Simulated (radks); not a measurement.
Values are calculated unless marked as measured or tabulated.
Mean orbital radii <r> (bohr) of neutral titanium, [Ar] 3d2 4s2, of relativity; Dirac values are averaged over j with weights 2j + 1. Spin-unpolarised spherical Kohn-Sham, PBE, point nucleus unless stated (finite: rms radius 3.5921 fm), a radial shooting solver on a logarithmic mesh with Libxc functionals. A level marked "c x" has the speed of light scaled by that factor and shares open shells by 2j + 1; other Dirac levels either fill j = l - 1/2 first or share by 2j + 1.

| shell | non-rel. |
|---|---|
| 1s | 0.07017 |
| 2s | 0.3276 |
| 2p | 0.2909 |
| 3s | 1.014 |
| 3p | 1.088 |
| 4s | 3.538 |
| 3d | 1.601 |

Give the values at the level "Dirac, c x 2".

Answer. 
shell  Dirac, c x 2  change of magnitude (%)
1s          0.07003                    -0.21
2s           0.3269                    -0.22
2p           0.2906                    -0.09
3s            1.012                    -0.18
3p            1.088                    -0.05
4s            3.532                    -0.17
3d            1.605                    +0.24
